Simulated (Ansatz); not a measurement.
Ansatz results at the PBE0-D4/def2-TZVP geometry: size of the dipole moment (PBE/def2-TZVPP) 0.08 D; LUMO energy (ωB97M-V/def2-TZVPP) 2.45 eV; LUMO energy (PBE/def2-TZVPP) 0.25 eV.

Each molecule was computed in one conformer, which needn't be the lowest.

Which molecule gave them?
A. `CC1(C)C(=O)C(C)(C)C1=O`
B. `CCCCCCCCCCC`
C. `N#[As]`
D. `CCCCCCCCCC#N`

B. The others give `N#[As]`: 2.87, -0.23, -3.29; `CCCCCCCCCC#N`: 4.18, 2.06, -0.40; `CC1(C)C(=O)C(C)(C)C1=O`: 0.00, 0.80, -2.47.
